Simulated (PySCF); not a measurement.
A structure optimised at PBE-D3(BJ)/def2-SVP, used in a PySCF frequency run:

```
C
H 1 1.1101
H 1 1.1103 2 108.50
C 1 1.4868 2 111.74 3 122.99
C 4 1.3608 1 125.86 2 20.60
H 5 1.1015 4 120.45 1 177.80
H 4 1.1038 5 116.98 6 0.54
C 5 1.4267 6 116.86 4 -179.91
N 8 1.1759 6 153.51 5 179.93
Si 1 1.9180 2 107.17 3 -114.93
H 10 1.5011 1 109.47 2 -59.78
H 10 1.5039 11 110.08 1 -120.07
H 10 1.5045 11 109.34 12 -119.97
```

Write its SMILES and formula.

N#C/C=C\C[SiH3], C₄H₇NSi

What are its rotational constants (standard atomic weights)?

5.1726, 1.5126, 1.2996 GHz
